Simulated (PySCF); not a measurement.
# Induced dipoles and field energies

Compound: C4H2BF3.
SMILES with atom numbers: `[F:1]/[CH:2]=[CH:3]\[C:4]#[C:5][B:6]([F:7])[F:8]` (hydrogens: H9 on C2; H10 on C3)

Cartesian coordinates in Å at the GFN2-xTB level; atoms count from 1:
```
atom  x, y, z in Å
F1    -2.023    1.418   -0.495
C2    -2.286    0.388    0.307
C3    -1.341   -0.428    0.770
C4     0.024   -0.291    0.470
C5     1.202   -0.171    0.214
B6     2.671   -0.031   -0.102
F7     3.575   -0.884    0.339
F8     3.151    0.950   -0.839
H9    -3.340    0.301    0.529
H10   -1.623   -1.247    1.414
```

Level: PBE0/def2-SVPD (PySCF); nuclei fixed, core orbitals frozen in the response. Permanent dipole (-3.623, -0.964, 1.243) D (1 au = 2.5417 D). Static polarisability (au):

```
x   107.44  -6.32  -5.35
y    -6.32  48.65  -6.39
z    -5.35  -6.39  43.89
```

Only the terms in μ and α are kept: μ(F) = μ + αF and ΔE = −μ·F − ½ F·αF.

Question: Apply 0.005 au along ±x, ±y and ±z in turn. Tabulate induced and total dipoles and both energy terms.

Answer: 
| field along | induced x (D) | induced y (D) | induced z (D) | total size (D) | −μ·F (kJ/mol) | −½F·αF (kJ/mol) |
| --- | --- | --- | --- | --- | --- | --- |
| +x | 1.365 | -0.080 | -0.068 | 2.751 | +18.712 | -3.526 |
| −x | -1.365 | 0.080 | 0.068 | 5.233 | -18.712 | -3.526 |
| +y | -0.080 | 0.618 | -0.081 | 3.897 | +4.979 | -1.597 |
| −y | 0.080 | -0.618 | 0.081 | 4.100 | -4.979 | -1.597 |
| +z | -0.068 | -0.081 | 0.558 | 4.238 | -6.420 | -1.440 |
| −z | 0.068 | 0.081 | -0.558 | 3.727 | +6.420 | -1.440 |

Question: For the field (0.0015, 0.0040, -0.0005) au, what is the induced dipole, and what angle does it make with the field?

Answer: αF = (0.352, 0.479, -0.141) D, at 16.9° to the field. The polarisability along this direction, F·αF/F², is 53.45 au, against a mean of 66.66 au.

Question: Which field along μ doubles the dipole in that direction (linear response)?

Answer: The polarisability along the dipole is 98.88 au, so F = 1.5539 au / 98.88 au = 0.0157 au = 0.81 V/Å; higher-order terms are ignored.

Question: What field makes μF equal to kT at 100 K?

Answer: kT = 0.3167 × 10⁻³ Eh, so F = 0.000204 au = 1.05 MV/cm.

Question: Induction energy −ᾱe²/2R⁴ of a unit charge at 8 Å, the molecule taken as a point?

Answer: R = 15.12 bohr, so the energy is −66.7/(2 × 15.12⁴) Eh = -1.68 kJ/mol. The charge–dipole term at its most favourable orientation, −μe/R², is -17.9 kJ/mol.

Geometry: GFN2-xTB; no solvent, vibrations or thermal averaging.
